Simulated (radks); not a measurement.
Results of a calculation; reference values are marked as such.
Ionisation of the tin ion Sn3+, [Kr] 4d10 5s1, to Sn4+, [Kr] 4d10, under several functionals. Scalar-relativistic Kohn-Sham, spin-polarised, spherical densities, finite nucleus; open shells are filled with parallel spins first (spin-orbit coupling, left out, can overturn this in heavy ions); a radial shooting solver on a logarithmic mesh with Libxc functionals.

\begin{tabular}{lrrrrrr}
functional & E(Sn3+) (hartree) & Exc (hartree) & IE (eV) & -e(HOMO) (eV) & <r> HOMO (bohr) & IE error (eV) \\ \hline
PBEsol & -6172.39733 & -161.23299 & 41.376 & 36.568 & 2.110 & +0.636 \\
exchange-only LDA & -6165.13968 & -153.89286 & 40.685 & 35.867 & 2.126 & -0.055 \\
TASK exchange with Perdew-Wang LDA correlation & -6174.76141 & -163.22849 & 40.211 & 37.004 & 2.083 & -0.529 \\
exchange-only PBE & -6172.58882 & -161.41089 & 40.792 & 35.831 & 2.139 & +0.052 \\
Wu-Cohen GGA & -6174.39811 & -163.25300 & 41.421 & 36.628 & 2.108 & +0.681 \\
XLYP & -6176.31699 & -165.17453 & 41.666 & 36.596 & 2.121 & +0.926 \\
PBE & -6175.14784 & -164.01097 & 41.402 & 36.493 & 2.118 & +0.662 \\
SCAN & -6176.41402 & -165.03580 & 41.206 & 36.892 & 2.105 & +0.466 \\
BLYP & -6175.77188 & -164.62503 & 41.611 & 36.579 & 2.118 & +0.871 \\
BP86 & -6176.25296 & -165.12319 & 41.443 & 36.681 & 2.107 & +0.703 \\
\end{tabular}

NIST Atomic Spectra Database: 40.74 eV (measured). Closest: exchange-only PBE. The Delta-SCF values span 1.45 eV, the total energies 11.27 hartree. The highest occupied level is 5s.
